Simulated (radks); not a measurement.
Ionisation of the copper ion Cu+, [Ar] 3d10, to [Ar] 3d9 as the strength of local exchange is varied. All-electron calculation, Dirac Kohn-Sham, Slater X-alpha exchange (alpha = 2/3 is LDA exchange), no correlation, spin-unpolarised, spherical densities, finite nucleus; Fermi nuclear charge, rms radius 3.8823 fm. Program: a radial shooting solver on a logarithmic mesh with Libxc functionals.

alpha  E(Cu+) (hartree)  exchange (hartree)  IE (eV)  -e of the level emptied (eV)  <r> of it (bohr)
0.598       -1643.09035           -55.55753   18.817                11.517 (3d5/2)             1.049
0.656       -1648.48883           -61.17121   19.865                12.357 (3d5/2)             1.031
0.667       -1649.51492           -62.24034   20.068                12.521 (3d5/2)             1.027
0.773       -1659.43940           -72.61576   22.108                14.186 (3d5/2)            0.9956
0.798       -1661.78975           -75.08199   22.610                14.600 (3d5/2)            0.9886
0.815       -1663.39009           -76.76319   22.956                14.887 (3d5/2)            0.9839
0.967       -1677.77468           -91.94463   26.212                17.624 (3d5/2)            0.9443
0.994       -1680.34404           -94.66933   26.821                18.143 (3d5/2)            0.9378

NIST Atomic Spectra Database: 20.292 eV (measured). The Delta-SCF value meets it near alpha = 0.68. Spin polarisation and multiplet splitting are left out, so open shells lie too high by an amount that depends on their filling.

Beside tabulated values, note that spin-unpolarised runs miss the spin-polarisation part of the exchange energy of open shells.
